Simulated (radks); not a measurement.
Problem. All-electron atom: Ga+ in [Ar] 3d8 4s2 4p2 (not the ground configuration). Method: Dirac Kohn-Sham, PBE, spin-unpolarised, spherical densities, finite nucleus; open shells are shared between the two j in proportion to 2j + 1; Fermi nuclear charge, rms radius 3.9973 fm; computed with a radial shooting solver on a logarithmic mesh with Libxc functionals. Some entries of the table are withheld. Estimate them.

| orbital | occ. | eigenvalue (eV) | <r> (bohr) |
|---|---|---|---|
| 1s1/2 | 2 | -10258.23 | 0.04860 |
| 2s1/2 | 2 | -1295.235 | 0.2176 |
| 2p1/2 | 2 | -1150.196 | 0.1883 |
| 2p3/2 | 4 | -1122.565 | 0.1918 |
| 3s1/2 | 2 | (1) | 0.6425 |
| 3p1/2 | 2 | -130.5432 | 0.6572 |
| 3p3/2 | 4 | -126.7585 | 0.6671 |
| 3d3/2 | 3.2 | -47.2975 | (2) |
| 3d5/2 | 4.8 | -46.7654 | (3) |
| 4s1/2 | 2 | -22.1080 | 1.970 |
| 4p1/2 | 0.666667 | (4) | (5) |
| 4p3/2 | 1.33333 | (6) | (7) |

Solution. 
(1) 3s1/2 eigenvalue (eV): -177.6978
(2) 3d3/2 <r> (bohr): 0.7257
(3) 3d5/2 <r> (bohr): 0.7299
(4) 4p1/2 eigenvalue (eV): -13.1960
(5) 4p1/2 <r> (bohr): 2.378
(6) 4p3/2 eigenvalue (eV): -12.9187
(7) 4p3/2 <r> (bohr): 2.411
